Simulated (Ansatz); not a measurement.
Stepwise reaction of `C=CB(Cl)Cl` with hydrogen, as a gas-phase model of exchange steps in deposition or etching. ΔE in kJ/mol; ΔG adds harmonic PBE0-D4 terms to CCSD(T)/CBS, at 1 bar.

Program: Ansatz. Geometries: PBE0-D4/def2-TZVP. ΔE: electronic, gas phase. CBS: MP2 limit from def2 TZ/QZ plus the TZ coupled-cluster correction, frozen cores. This one scheme is used for every species. DFT in def2-TZVPP. B3LYP here is the variant with VWN-RPA as its local correlation; programs differ in this. Each species was taken in one conformer, which may not be the lowest.

| step | reaction | PBE-D4 | B3LYP-D4 | ωB97M-V | CCSD(T)/CBS | ΔG(400 K) |
| --- | --- | --- | --- | --- | --- | --- |
| 2 | `C=CBCl` + H₂ → `BC=C` + HCl | 91.6 | 84.1 | 84.1 | 83.2 | 80.0 |

Give the row of step 1, `C=CB(Cl)Cl` + H₂ → `C=CBCl` + HCl. (Best estimate.)

The calculation gave: 
```
step                            reaction  PBE-D4  B3LYP-D4  ωB97M-V  CCSD(T)/CBS  ΔG(400 K)
   1  `C=CB(Cl)Cl` + H₂ → `C=CBCl` + HCl    72.0      65.4     66.3         65.0       62.4
```

By hand: ΔE of the 2 steps together at CCSD(T)/CBS.

(65.0) + (83.2) = 148.2 kJ/mol, or 74.1 kJ/mol a step.

In ΔE each step is higher than the one before. All are uphill at CCSD(T)/CBS. ΔG lies between 62.4 and 80.0 kJ/mol a step. PBE-D4 differs from CCSD(T)/CBS by 7.0 to 8.4 kJ/mol a step. Isolated molecules leave out the surface, adducts and barriers. Largest T1 diagnostic: 0.012.
